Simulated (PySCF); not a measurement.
Species: 2-(methoxymethyl)pyridine, C7H9NO.
SMILES with atom numbers: `[CH3:1][O:2][CH2:3][c:4]1[cH:5][cH:6][cH:7][cH:8][n:9]1` (hydrogens: H10, H11, H12 on C1; H13, H14 on C3; H15 on C5; H16 on C6; H17 on C7; H18 on C8)

The same species was optimised twice, with GFN2-xTB and with PBE0-D3(BJ)/def2-SVP (PySCF), and the same property calculations (PySCF, gas phase) were run on both structures.

```
     coordinate  GFN2-xTB  PBE0-D3(BJ)/def2-SVP  change
      O2–C3 (Å)     1.409                 1.396  -0.013
      C7–C8 (Å)     1.386                 1.394  +0.008
      C1–O2 (Å)     1.406                 1.398  -0.008
      C8–N9 (Å)     1.322                 1.330  +0.008
      C5–C6 (Å)     1.384                 1.391  +0.007
      C4–N9 (Å)     1.326                 1.333  +0.007
      C4–C5 (Å)     1.392                 1.399  +0.007
      C6–C7 (Å)     1.387                 1.393  +0.006
      C3–C4 (Å)     1.510                 1.512  +0.002
   O2–C3–C4 (°)     113.6                 113.9    +0.3
   C1–O2–C3 (°)     113.3                 113.6    +0.3
   C3–C4–N9 (°)     116.6                 116.4    -0.2
   C4–N9–C8 (°)     118.4                 118.3    -0.1
   C5–C4–N9 (°)     122.6                 122.8    +0.2
   C3–C4–C5 (°)     120.7                 120.8    +0.1
   C7–C8–N9 (°)     123.5                 123.5     0.0
   C4–C5–C6 (°)     118.6                 118.6     0.0
C1–O2–C3–C4 (°)       -70                   -77      -7
O2–C3–C4–C5 (°)       -39                   -25     +14
```

Rotational constants: A = 3730, B = 1097, C = 977.3 MHz (GFN2-xTB) against A = 3843, B = 1079, C = 937.2 MHz (PBE0-D3(BJ)/def2-SVP). Point groups within 0.08 Å: C1 and C1.

On the GFN2-xTB structure: HOMO (eV) -7.29 [PBE0/pcSseg-1]; LUMO (eV) -0.77 [PBE0/pcSseg-1]; dipole (D) 1.92 [PBE0/pcSseg-1]; GIAO shielding of C1 (ppm) 128.2 [PBE0/pcSseg-1]; GIAO shielding of O2 (ppm) 311.5 [PBE0/pcSseg-1]; GIAO shielding of C3 (ppm) 105.9 [PBE0/pcSseg-1]; GIAO shielding of C4 (ppm) 20.1 [PBE0/pcSseg-1]; GIAO shielding of C5 (ppm) 60.0 [PBE0/pcSseg-1]; GIAO shielding of C6 (ppm) 44.6 [PBE0/pcSseg-1]; GIAO shielding of C7 (ppm) 59.8 [PBE0/pcSseg-1]; GIAO shielding of C8 (ppm) 32.0 [PBE0/pcSseg-1].

Question: What do these properties become on the PBE0-D3(BJ)/def2-SVP structure?

Answer: 
```csv
property,level,on GFN2-xTB,on PBE0-D3(BJ)/def2-SVP,change
HOMO (eV),PBE0/pcSseg-1,-7.29,-7.31,-0.02
LUMO (eV),PBE0/pcSseg-1,-0.77,-0.80,-0.03
dipole (D),PBE0/pcSseg-1,1.92,1.85,-0.07
"energy, GFN2-xTB geometry as zero (kcal/mol)",PBE0/pcSseg-1,0.0,-0.3,-0.3
GIAO shielding of C1 (ppm),PBE0/pcSseg-1,128.2,127.0,-1.2
GIAO shielding of O2 (ppm),PBE0/pcSseg-1,311.5,322.6,+11.1
GIAO shielding of C3 (ppm),PBE0/pcSseg-1,105.9,106.7,+0.8
GIAO shielding of C4 (ppm),PBE0/pcSseg-1,20.1,18.4,-1.7
GIAO shielding of C5 (ppm),PBE0/pcSseg-1,60.0,59.9,-0.1
GIAO shielding of C6 (ppm),PBE0/pcSseg-1,44.6,42.8,-1.8
GIAO shielding of C7 (ppm),PBE0/pcSseg-1,59.8,57.8,-2.0
GIAO shielding of C8 (ppm),PBE0/pcSseg-1,32.0,29.1,-2.9
```

The heavy atoms differ by 0.117 Å rms after alignment. Among bonds between heavy atoms O2–C3 changes most (-0.013 Å). Changes are differences of the printed values. Neither structure is proved a minimum here.

Conformer computed: `[CH3:1][O:2][CH2:3][c:4]1[cH:5][cH:6][cH:7][cH:8][n:9]1`: C1–O2–C3–C4 -77°, O2–C3–C4–C5 -25°.
